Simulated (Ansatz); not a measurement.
## Scan of the C1–H6 bond length

C$_{2}$H$_{6}$NNa (SMILES C[N](C)[Na]), singlet, at its PBE0-D4/def2-TZVP minimum:

```
10
angstrom
C -0.4470 1.0857 -0.0834
N -0.3348 -0.3033 -0.3972
C 0.7184 -0.8741 0.3807
Na -1.5228 -1.3377 -1.7812
H -0.6721 1.2806 0.9886
H -1.2480 1.5694 -0.6599
H 0.4807 1.6631 -0.2922
H 0.8426 -1.9461 0.1727
H 0.5565 -0.7854 1.4778
H 1.7096 -0.4033 0.1972
```

The bond length C1–H6 (1.099 Å at the minimum) is set to the values below, the two halves moving rigidly along the bond. Each method's energies count from its own value at the PBE0-D4 minimum structure. Ansatz 0.2.0; basis: def2-TZVPP; cores frozen in the correlated methods. The outer core shell of Li, Na, Mg and K is correlated. The def2 sets are not built for correlating such inner shells, so the correlated values are less sure here. B3LYP uses VWN-RPA correlation.

| bond length (Å) | CCSD(T) (kcal/mol) | MP2 (kcal/mol) | B3LYP-D4 (kcal/mol) | PBE0-D4 (kcal/mol) |
| --- | --- | --- | --- | --- |
| 0.967 | 8.10 | 7.81 | 7.88 | 8.13 |
| 1.005 | 3.77 | 3.55 | 3.65 | 3.79 |
| 1.061 | 0.54 | 0.43 | 0.50 | 0.54 |
| 1.127 | 0.28 | 0.36 | 0.29 | 0.28 |
| 1.199 | 2.98 | 3.33 | 3.00 | 3.01 |
| 1.277 | 8.14 | 8.85 | 8.13 | 8.23 |
| 1.360 | 15.10 | 16.28 | 14.97 | 15.28 |
| 1.448 | 23.26 | 25.07 | 22.67 | 23.43 |
| 1.539 | 31.93 | 34.50 | 31.15 | 32.30 |

Minimum and curvature along this coordinate at CCSD(T): A fifth-order fit through the nearest points gives 1.098 Å, with a curvature of about 31 eV/Å².

Q: Treat the two halves as rigid bodies and work out the harmonic wavenumber of this stretch from that curvature (ν̃ = 521.5 √(k/μ) cm⁻¹ with k in eV/Å² and μ in u).

A: The halves weigh 66.06 and 1.01 u, so μ = 66.06 × 1.01/67.07 = 0.995 u and ν̃ = 521.5 √(31/0.995) ≈ 2900 cm⁻¹. A true normal mode mixes in other motions, so this is a guide only.

Largest difference from the CCSD(T) curve over the scan: PBE-D4 2.56; r2SCAN-D4 0.44; wB97M-V 1.04; HF 3.82 kcal/mol. Each curve counts from its own value at the minimum.

The T1 diagnostic stays at or below 0.015.

For scale, one of the runs: CCSD(T)/def2-TZVPP, 209 basis functions (an equivalent command: `ansatz run in.yaml --threads 4`). The run took 41 s on 4 CPU threads (shared host), with 3.2 GiB of host memory at its peak.
